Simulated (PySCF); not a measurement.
O₂Si₂, SMILES o1[si]2=[si]1o2.

Geometry: B3LYP-D3(BJ)/def2-SVP.

Two levels are set side by side: PBE/def2-TZVPD (PySCF) and M06-2X/def2-TZVPD (PySCF). Same geometry, gas phase. Differences are taken from unrounded values.

```
quantity                     M06-2X
---------------------------  ------
orbital gap (eV)               6.53
highest occupied level (eV)   -8.09
lowest empty level (eV)       -1.56
mean polarisability (bohr³)    55.6
```

Question: What does PBE give, and how far is it from M06-2X? (Estimate from the structure and the level; the computed values follow.)

Answer: 
```
quantity                       PBE  PBE minus M06-2X
---------------------------  -----  ----------------
orbital gap (eV)              2.67             -3.86
highest occupied level (eV)  -6.01              2.08
lowest empty level (eV)      -3.35             -1.78
mean polarisability (bohr³)   59.5               3.8
```

PBE's occupied levels lie high since its potential decays too fast outside the molecule; exact exchange lowers them and widens the gap. Loosely held outer electrons make PBE densities more polarisable. Differences between two approximate levels are no errors against the true value.

Rough cost on one machine, each run with all the roots and properties that it gave: M06-2X against PBE about 4 times.
